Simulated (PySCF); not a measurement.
Computed shifts of a molecule CH₃F₃OSi, PBE/pcSseg-1 in PySCF, GIAO, gas phase, atoms alike by connectivity averaged where their shifts nearly agree, in ppm (number of nuclei): ²⁹Si: -40.9 (1). ¹⁹F: -161.8 (1), -170.9 (1), -319.9 (1). ¹³C: 82.0 (1). ¹H: 5.09 (2), 4.08 (1). References: ¹⁷O against H2O (σ = 334.3 ppm); ²⁹Si against TMS (σ = 335.4 ppm); ¹⁹F against CFCl3 (σ = 133.6 ppm); ¹³C against TMS (σ = 182.0 ppm); ¹H against TMS (σ = 31.49 ppm), references at their B3LYP-D3(BJ)/def2-TZVP geometries, non-relativistic. Coordinates come from a PBE-D3(BJ)/def2-SVP optimisation. The values are those of a single conformer.

Question: Identify the compound among the candidates.
(A) O[Si](F)(F)CF
(B) OC[Si](F)(F)F
(C) O[SiH2]C(F)(F)F
(D) CO[Si](F)(F)F

Answer: A, O[Si](F)(F)CF
